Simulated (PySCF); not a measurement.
# C³⁺: ionisation energy

C³⁺ [He] 2s1 (2S) → C⁴⁺ 1s2 (1S), as a difference of total energies. All numbers are calculated (PySCF 2.14, no relativity, point nucleus, in an even-tempered Gaussian basis (18 s from 0.12 bohr⁻², ratio 2.2; 9 p from 0.23 bohr⁻², ratio 2.4; 6 d from 0.7 bohr⁻², ratio 2.4; 6 f from 1.1 bohr⁻², ratio 2.4; 5 g from 1.6 bohr⁻², ratio 2.4)). Correlated levels: nothing frozen; virtual orbitals above 40 to 60 times the deepest correlated orbital energy dropped. The calculations carry no spin-orbit coupling.

| method | ionisation energy (eV) | error (eV) |
| --- | --- | --- |
| UHF | 64.355 | -0.139 |
| LDA | 64.364 | -0.130 |
| PBE | 64.920 | +0.426 |
| PBE0 | 64.840 | +0.346 |
| r2SCAN | 64.360 | -0.134 |
| M06-L | 63.634 | -0.860 |
| r2SCAN0 | 64.435 | -0.059 |
| MP2 (all electrons) | 64.461 | -0.033 |
| SCS-MP2 (all electrons) | 64.451 | -0.043 |

Reference: 64.494 eV (measured; NIST Atomic Spectra Database, ionization energies).
